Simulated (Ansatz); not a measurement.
BH₅O₂SiTe, SMILES `OB(O)[Te][SiH3]`, relaxed with RKS PBE0-D4/def2-TZVP in Ansatz 0.2.0 from a GFN2-xTB geometry. The force threshold is 0.005 eV/Å; the program also tests the step.

Charge 0, multiplicity 1. Te takes the def2 core potential.

Start:

```xyz
10

O     0.288   -1.639   -0.367
B     0.595   -1.079    0.828
O     1.133   -1.871    1.777
Te    0.324    0.985    1.431
Si   -0.721    1.743   -0.691
H    -0.082   -1.091   -1.056
H     1.261   -2.787    1.522
H    -0.018    1.219   -1.870
H    -0.662    3.195   -0.719
H    -2.117    1.325   -0.854
```

(1) By how much does the energy fall, and how many steps does the optimiser take? (Estimate.)

(2) Which bonds change most? (An estimate is asked.)

(3) Give the relaxed structure. (Estimate.)

Answers

(1) Ansatz gave: 1.58 kcal/mol, in 24 steps, 1 of them rejected.

(2) The calculation gave: Si5–H9 from 1.453 to 1.483 Å; B2–Te4 from 2.167 to 2.197 Å; Si5–H8 from 1.470 to 1.495 Å; Si5–H10 from 1.466 to 1.484 Å.

(3) The calculation gave: 
```xyz
10

O     0.513   -1.538   -0.457
B     0.612   -1.094    0.819
O     1.046   -1.922    1.798
Te    0.141    0.940    1.503
Si   -0.820    1.707   -0.657
H     0.237   -0.870   -1.093
H     1.270   -2.796    1.461
H    -0.301    0.841   -1.759
H    -0.397    3.103   -0.928
H    -2.302    1.630   -0.686
```
